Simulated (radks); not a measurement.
Species: Sn3+. Configuration: [Kr] 4d10 5p1 (not the ground configuration). Calculated with a radial shooting solver on a logarithmic mesh with Libxc functionals: non-relativistic Kohn-Sham, BLYP, spin-polarised, spherical densities, point nucleus; open shells are filled with parallel spins first (spin-orbit coupling, left out, can overturn this in heavy ions); relativity is left out, which matters for an element this heavy.

Normalised radial functions P(r) = r R(r), r in bohr:

r	4s up	4s down	4p down
0.00154	0.0632	0.0632	0.0014
0.001778	0.0721	0.0721	0.0018
0.002054	0.0821	0.0821	0.0024
0.002372	0.0933	0.0933	0.0032
0.002739	0.1057	0.1057	0.0042
0.003138	0.1186	0.1186	0.0055
0.003624	0.1335	0.1335	0.0072
0.004185	0.1497	0.1497	0.0095
0.004834	0.1669	0.1669	0.0124
0.005582	0.1852	0.1852	0.0163
0.006447	0.2039	0.2039	0.0213
0.007386	0.2218	0.2218	0.0273
0.00853	0.2400	0.2400	0.0353
0.009851	0.2567	0.2567	0.0456
0.01138	0.2707	0.2707	0.0585
0.01314	0.2803	0.2803	0.0746
0.01505	0.2837	0.2837	0.0932
0.01739	0.2794	0.2794	0.1172
0.02008	0.2644	0.2644	0.1458
0.02319	0.2365	0.2365	0.1795
0.02678	0.1934	0.1934	0.2181
0.03068	0.1373	0.1373	0.2584
0.03543	0.0614	0.0614	0.3039
0.04092	-0.0302	-0.0302	0.3496
0.04726	-0.1337	-0.1337	0.3917
0.05458	-0.2418	-0.2418	0.4247
0.06253	-0.3385	-0.3385	0.4411
0.07221	-0.4216	-0.4216	0.4353
0.0834	-0.4688	-0.4688	0.3973
0.09631	-0.4634	-0.4634	0.3200
0.1112	-0.3921	-0.3921	0.1999
0.1285	-0.2500	-0.2499	0.0395
0.1472	-0.0573	-0.0573	-0.1393
0.17	0.1862	0.1862	-0.3377
0.1963	0.4313	0.4313	-0.5160
0.2267	0.6266	0.6266	-0.6384
0.2618	0.7185	0.7185	-0.6693
0.2999	0.6727	0.6726	-0.5912
0.3464	0.4689	0.4689	-0.3879
0.4001	0.1257	0.1256	-0.0780
0.462	-0.2998	-0.2998	0.2952
0.5336	-0.7246	-0.7247	0.6695
0.6113	-1.0477	-1.0477	0.9641
0.706	-1.2446	-1.2447	1.1620
0.8153	-1.2664	-1.2665	1.2153
0.9416	-1.1344	-1.1347	1.1320
1.087	-0.9055	-0.9057	0.9505
1.246	-0.6608	-0.6608	0.7359
1.439	-0.4243	-0.4239	0.5095
1.662	-0.2420	-0.2414	0.3179
1.919	-0.1214	-0.1207	0.1773
2.216	-0.0529	-0.0524	0.0874
2.56	-0.0196	-0.0193	0.0375
2.932	-0.0065	-0.0064	0.0146
3.387	-0.0016	-0.0016	0.0045
3.911	-0.0003	-0.0003	0.0011
4.517	0.0000	0.0000	0.0002
5.217	0.0000	0.0000	0.0000
5.977	0.0000	0.0000	0.0000
6.902	0.0000	0.0000	0.0000
7.971	0.0000	0.0000	0.0000

4s up: eigenvalue -154.05 eV, 3 radial nodes at r = 0.0391, 0.152, 0.418 bohr, <r> = 0.848 bohr, 90 % of the charge inside 1.23 bohr. 4s down: eigenvalue -153.98 eV, 3 radial nodes at r = 0.0391, 0.152, 0.418 bohr, <r> = 0.848 bohr, 90 % of the charge inside 1.23 bohr. 4p down: eigenvalue -117.46 eV, 2 radial nodes at r = 0.133, 0.413 bohr, <r> = 0.897 bohr, 90 % of the charge inside 1.32 bohr.
